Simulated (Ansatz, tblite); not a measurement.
Removing and adding an electron: Cu2O. Charge 0, multiplicity 1. Geometry: r2SCAN-D4/def2-TZVP. Ansatz, gas phase; energy differences of separate SCF runs; the oxidised species was run as a doublet alone; the reduced species was run as a doublet alone.

```xyz
3

Cu   -1.1807   -0.4380   -0.3070
Cu    0.8291    0.9661   -0.2436
O     0.3516   -0.5281    0.5506
```

The xTB rows come from tblite. LC-ωPBE has ω = 0.4 bohr⁻¹. The structure comes from a short search, and lower isomers may exist.

| level | −HOMO (eV) | vertical IE (eV) | −LUMO (eV) | vertical EA (eV) | HOMO–LUMO gap (eV) | IE − EA (eV) | remarks |
| --- | --- | --- | --- | --- | --- | --- | --- |
| GFN1-xTB | 10.56 | 13.37 | 8.26 | 5.30 | 2.29 | 8.07 | – |
| GFN2-xTB | 9.30 | 13.11 | 6.78 | 4.24 | 2.52 | 8.87 | – |
| PBE-D4/def2-TZVP | 4.67 | 8.01 | 3.49 | – | 1.18 | – | – |
| PBE-D4/def2-TZVPD | 4.87 | – | 3.63 | 1.29 | 1.24 | – | HOMO above zero (-1 doublet) |
| BLYP-D4/def2-TZVP | 4.66 | 8.00 | 3.52 | – | 1.14 | – | – |
| r2SCAN-D4/def2-TZVP | 4.78 | 7.85 | 3.22 | – | 1.56 | – | – |
| r2SCAN-D4/def2-TZVPD | 4.96 | – | 3.36 | 1.28 | 1.59 | – | HOMO above zero (-1 doublet) |
| PBE0-D4/def2-TZVP | 5.95 | 7.76 | 2.35 | – | 3.59 | – | – |
| PBE0-D4/def2-TZVPD | 6.11 | – | 2.52 | 1.03 | 3.59 | – | HOMO above zero (-1 doublet) |
| LC-ωPBE/def2-TZVP | 8.46 | 7.73 | 0.19 | – | 8.27 | – | – |
| ωB97X-V/def2-TZVP | 8.23 | 7.67 | 0.33 | – | 7.90 | – | – |

Relaxing the oxidised species (r2SCAN-D4/def2-TZVP) changes its energy by -0.24 eV at PBE-D4/def2-TZVP, so the adiabatic ionisation energy to this nearest minimum is 7.77 eV. At PBE0-D4/def2-TZVP it is 7.38 eV.  Run but left out: HF/def2-TZVP, HF/def2-TZVPP, MP2/def2-TZVPP, CCSD/def2-TZVPP, CCSD(T)/def2-TZVPP, HF/def2-TZVPD, MP2/def2-TZVPD, CCSD/def2-TZVPD, CCSD(T)/def2-TZVPD (singlet: restricted singlet, unstable towards broken spin symmetry); BHLYP-D4/def2-TZVP (singlet: restricted singlet, unstable in another Hartree–Fock run and untested here).   A HOMO above zero means that the electron is unbound at that level or that self-interaction error raises the level; the energy of removing that electron tells which. Raw xTB energy differences between charge states are shifted by several eV; the methods need an empirical correction for them.
